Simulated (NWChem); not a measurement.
System: CH₄F₂OSi; SMILES O[Si@@H](F)CF

The following NWChem deck was run.

```
start job
memory heap 200 mb stack 900 mb global 1100 mb
geometry units angstroms noautosym nocenter noautoz
  O      1.596178     0.377833     0.426382
  Si    -0.037188     0.576820     0.354380
  F     -0.459753     1.686023    -0.738423
  C     -0.744674    -1.094475    -0.205892
  F      0.231378    -1.653843    -1.063507
  H      1.908149    -0.295367    -0.199988
  H     -0.523651     1.040466     1.670351
  H     -0.896156    -1.789092     0.630776
  H     -1.686645    -1.021590    -0.761876
end
basis spherical
  * library 6-31g*
end
dft
  xc b3lyp
  iterations 150
end
cosmo
  do_cosmo_smd true
  solvent toluene
end
task dft energy
```

The geometry was optimised at B3LYP/6-31G* (spherical d). Solvent: toluene.

Level: B3LYP/6-31G* with SMD (1 M gas to 1 M solution), gas-phase geometry. Reactions with the solvent are ignored.

**Question.** Give the results of this calculation. (B3LYP/6-31G* (spherical d), SMD on the gas-phase geometry.) Quantities: solvation free energy (kcal/mol); cavity-dispersion-structure term (kcal/mol); dipole in solution (D).

**Answer.** The solvation free energy (kcal/mol) is -3.1 and the cavity-dispersion-structure term (kcal/mol) is -0.3. The dipole in solution (D) comes out as 2.31.
